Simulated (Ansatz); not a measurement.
Relaxation of trans-NiH2(PH3)2 (NiP₂H₈) with RKS PBE0-D4/def2-SVP.

```sh
$ ansatz run in.yaml --threads 2 --pin off --events-out ev --progress --plain --max-ram 4352MiB
```

```yaml
crystal:
  periodic: [false, false, false]
  atoms:
    - {symbol: Ni, position_ang: [0.024270, -0.000180, -0.002150]}
    - {symbol: P, position_ang: [0.000240, 2.103370, 0.058260]}
    - {symbol: P, position_ang: [0.010250, -2.103120, -0.058860]}
    - {symbol: H, position_ang: [1.514270, 0.001400, 0.021090]}
    - {symbol: H, position_ang: [-0.987970, 2.835110, 0.693240]}
    - {symbol: H, position_ang: [-0.121120, 2.722720, -1.172310]}
    - {symbol: H, position_ang: [1.047200, 2.887000, 0.513800]}
    - {symbol: H, position_ang: [-1.471270, -0.000630, -0.025120]}
    - {symbol: H, position_ang: [-0.969990, -2.846030, -0.693740]}
    - {symbol: H, position_ang: [-0.110290, -2.718570, 1.173750]}
    - {symbol: H, position_ang: [1.064390, -2.881060, -0.507960]}
basis:
  gaussian: {orbitals: def2-SVP}
hamiltonian: {xc: pbe0, dispersion: d4}
scf: {omitted_lower_state_checks: [starts]}
output: {orbitals: {seedname: orbitals}}
relax: {f_tol: 0.02, max_steps: 100}
```

It took 18 s on 2 threads of Arm Neoverse V1 on a shared host.

Positions (Å) and forces (eV/Å) at steps 1, 2, 4 of 4:

```xyz
11
step=1 energy=-59725.3768 eV
Ni    0.024    0.000   -0.002    0.007    0.010    0.000
P     0.000    2.103    0.058    0.058   -1.203    0.153
P     0.010   -2.103   -0.059    0.053    1.187   -0.163
H     1.514    0.001    0.021    0.220   -0.006    0.004
H    -0.988    2.835    0.693   -0.737    0.365    0.420
H    -0.121    2.723   -1.172   -0.097    0.362   -0.880
H     1.047    2.887    0.514    0.764    0.394    0.292
H    -1.471   -0.001   -0.025   -0.208    0.003   -0.003
H    -0.970   -2.846   -0.694   -0.732   -0.367   -0.420
H    -0.110   -2.719    1.174   -0.095   -0.359    0.882
H     1.064   -2.881   -0.508    0.767   -0.386   -0.286
11
step=2 energy=-59725.4787 eV
Ni    0.030    0.000   -0.002    0.003    0.005    0.001
P     0.001    2.100    0.057    0.018   -0.490    0.044
P     0.011   -2.099   -0.058    0.010    0.483   -0.048
H     1.529   -0.001    0.022    0.090   -0.001    0.002
H    -1.028    2.810    0.707   -0.171    0.158    0.131
H    -0.129    2.717   -1.203   -0.028    0.145   -0.266
H     1.085    2.870    0.522    0.177    0.181    0.092
H    -1.474    0.002   -0.025   -0.083    0.001   -0.002
H    -1.010   -2.820   -0.708   -0.166   -0.162   -0.129
H    -0.117   -2.713    1.204   -0.026   -0.145    0.266
H     1.103   -2.863   -0.517    0.177   -0.175   -0.092
11
step=4 energy=-59725.4943 eV
Ni    0.048    0.000   -0.004    0.000   -0.004   -0.009
P     0.008    2.098    0.049    0.010   -0.003    0.009
P     0.006   -2.098   -0.060   -0.002    0.001    0.008
H     1.545   -0.058    0.147   -0.010   -0.002    0.007
H    -1.003    2.783    0.775    0.001    0.000    0.007
H    -0.219    2.732   -1.203   -0.008   -0.004   -0.001
H     1.098    2.914    0.460   -0.002    0.008   -0.007
H    -1.455    0.061   -0.145    0.011    0.005   -0.015
H    -1.030   -2.840   -0.691   -0.003   -0.001    0.002
H    -0.093   -2.719    1.217    0.003   -0.004   -0.001
H     1.093   -2.874   -0.544    0.000    0.003   -0.002
```

The restricted singlet is unstable towards broken spin symmetry in Hartree–Fock (as tested in another run); at PBE0-D4/def2-SVP this wasn't settled. Another isomer (singlet) lies 0.11 eV lower at PBE0-D4/def2-TZVP; other spin states weren't run for this one.
